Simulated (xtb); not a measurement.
GeTe, charge +1, doublet, geometry from GFN2-xTB (a state made from the parent by changing its charge; the spin is typed, not shown lowest), atoms displaced at random by about 0.05 Å a coordinate. Base run: GFN2-xTB run with xtb 6.7.1.

The xtb input:
```
$ xtb mol.xyz --gfn 2 --chrg 1 --uhf 1 --opt --json

# file mol.xyz
2

Ge    -0.01316103     0.04728302    -1.62682457
Te     0.05517717     0.01149732     0.99227910
```

Each row names what was changed in the base input (with any setting that the change needs).

```json
[
 {"change": "base", "ΔE vs base (kcal/mol)": "0.000", "optimiser steps": "6"},
 {"change": "opt level = extreme", "ΔE vs base (kcal/mol)": "0.000", "optimiser steps": "8"},
 {"change": "engine = lbfgs", "ΔE vs base (kcal/mol)": "0.001", "optimiser steps": "-"},
 {"change": "engine = inertial", "ΔE vs base (kcal/mol)": "0.000", "optimiser steps": "-"},
 {"change": "opt level = sloppy", "ΔE vs base (kcal/mol)": "0.000", "optimiser steps": "6"},
 {"change": "opt level = lax", "ΔE vs base (kcal/mol)": "0.000", "optimiser steps": "6"},
 {"change": "opt level = crude", "ΔE vs base (kcal/mol)": "0.092", "optimiser steps": "4"},
 {"change": "alpb = ch2cl2", "ΔE vs base (kcal/mol)": "-47.07", "optimiser steps": "6"},
 {"change": "opt level = loose", "ΔE vs base (kcal/mol)": "0.000", "optimiser steps": "6"},
 {"change": "opt level = tight", "ΔE vs base (kcal/mol)": "0.000", "optimiser steps": "6"}
]
```
